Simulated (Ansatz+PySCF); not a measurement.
A calculation with PySCF 2.14.0.

```python
from pyscf import gto, scf, cc

mol = gto.M(atom="""
Ca 0.000000 0.000000 0.000000
O 0.000000 0.000000 2.940000
""", basis='sto-3g', charge=0, spin=0)
mf = scf.RHF(mol)
mf.kernel()
mycc = cc.CCSD(mf, frozen=10).run()
et = mycc.ccsd_t()
print(mf.e_tot, mycc.e_corr, et, mycc.e_tot + et)
```

The script is written out from the run's settings.

Output:

```
Converged                       : yes
Reference energy                : -743.65516 hartree
CCSD correlation energy         : -0.08225 hartree
Triples correction              : -0.00075 hartree
Total energy                    : -743.73817 hartree
Spin squared of the determinant : 0.000
```

Caution: bonds are stretched, where a single reference can fail; an unrestricted determinant lies well below.
